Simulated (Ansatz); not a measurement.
Reaction (cleavage of the Si–Al bond): `[NH2][AlH][SiH](F)[SiH3]` + silanol → `F[SiH]([SiH3])O[SiH3]` + `[NH2][AlH2]`

Calculated with Ansatz (gas phase, PBE0-D4/def2-TZVP geometries, no zero-point term in ΔE). CCSD(T)/CBS adds triple-zeta CCSD(T) − MP2 to the extrapolated MP2 energy (def2 sets, frozen cores). This one scheme is used for every species. Functionals use def2-TZVPP. One conformer a species, not always the lowest.

```json
{"level": "r2SCAN-D4", "ΔE (kcal/mol)": "-28.7"}
{"level": "PBE0-D4", "ΔE (kcal/mol)": "-25.8"}
{"level": "MP2/def2-QZVPP", "ΔE (kcal/mol)": "-32.0"}
{"level": "SCS-MP2/def2-QZVPP", "ΔE (kcal/mol)": "-32.7"}
```

What does CCSD(T)/CBS give? (An estimate is asked.)

Ansatz gave: -30.0 kcal/mol. The listed levels differ from it by 1.3, 4.2, -2.0, -2.7 kcal/mol.

Largest T1 diagnostic among the species: 0.013.

The D4 term adds −1.0 kcal/mol with B3LYP and −0.5 kcal/mol with PBE0; it sums over pairs of atoms, weighted by their polarisabilities, and B3LYP, whose exchange is more repulsive, gets the larger term. From PBE to PBE0 (25 % exact exchange), in def2-TZVPP and without D4, ΔE moves by −2.3 kcal/mol.

B3LYP here is the variant with VWN-RPA as its local correlation; programs differ in this.
